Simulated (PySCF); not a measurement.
Isomers of C5H7F3O3, one GFN2-xTB conformer each. Single-point energies are computed at PBE0/pcSseg-1 (PySCF, gas phase, no added dispersion term), electronic only.

Question: Rank them by PBE0/pcSseg-1 energy, lowest first (kcal/mol).
A. `[CH3:1][O:2][C:3](=[O:4])[CH2:5][CH2:6][O:7][C:8]([F:9])([F:10])[F:11]` with C1–O2–C3–O4 -1°, O2–C3–C5–C6 169°, C3–C5–C6–O7 164°, C5–C6–O7–C8 76°
B. `[CH3:1][C@@H:2]([OH:3])[C:4](=[O:5])[O:6][CH2:7][C:8]([F:9])([F:10])[F:11]` with C1–C2–O3–H 93°, C1–C2–C4–O5 -105°, C2–C4–O6–C7 179°, C4–O6–C7–C8 -106°

Answer: A (0.0), B (1.8).

As drawn, the higher has an O–H bond, which the lower lacks. Neighbours under 2.5 kcal/mol apart (COC(=O)CCOC(F)(F)F and C[C@@H](O)C(=O)OCC(F)(F)F) can change places with a better method, another conformer or zero-point energy. GFN2-xTB itself gives, in the same order: 0.0, 13.3. Both levels put the same isomer lowest.

Q: Which frontier levels, dipoles and rotational constants go with these structures?

A: 
```
                   SMILES  HOMO (eV, PBE0/pcSseg-1)  LUMO (eV)  dipole (D)       A, B, C (MHz)
       COC(=O)CCOC(F)(F)F                     -8.50       0.00        3.27  3111, 428.4, 407.9
C[C@@H](O)C(=O)OCC(F)(F)F                     -8.21      -0.41        2.86  2457, 532.8, 509.7
```

Q: As an exercise, what shares would exp(−E/RT) give at 1000 K from these electronic energies alone (no entropy, no degeneracies)?

A: RT = 1.987 kcal/mol: COC(=O)CCOC(F)(F)F 71.6 %, C[C@@H](O)C(=O)OCC(F)(F)F 28.4 %.
